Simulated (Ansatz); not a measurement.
CH₅SeSi (`C[SiH2][Se]`) radical, relaxed with UKS PBE-D4/def2-SVP in Ansatz from a rough embedded geometry. The force threshold is 0.03 eV/Å; the program also tests the step.

Charge 0, multiplicity 2.

Start:

```xyz
8

C    -0.352    0.608   -0.656
Si    0.312   -0.393    0.685
Se    0.852   -2.425   -0.131
H    -0.674    1.604   -0.282
H    -1.282    0.184   -1.103
H     0.385    0.760   -1.506
H    -0.719   -0.555    1.746
H     1.478    0.217    1.248
```

By how much does the energy fall, and how many steps does the optimiser take? (Estimate.)

Computed: 4.61 kcal/mol, in 12 steps, 3 of them rejected.

Which bonds change most? (An estimate is asked.)

Computed: C1–Si2 from 1.801 to 1.887 Å; Si2–H8 from 1.431 to 1.513 Å; Si2–Se3 from 2.256 to 2.284 Å; C1–H6 from 1.135 to 1.108 Å.

Give the relaxed structure. (Best estimate.)

The calculation gave: 
```xyz
8

C    -0.403    0.670   -0.704
Si    0.274   -0.437    0.666
Se    0.957   -2.499   -0.039
H    -0.662    1.670   -0.297
H    -1.318    0.229   -1.148
H     0.347    0.796   -1.509
H    -0.735   -0.578    1.778
H     1.539    0.149    1.253
```
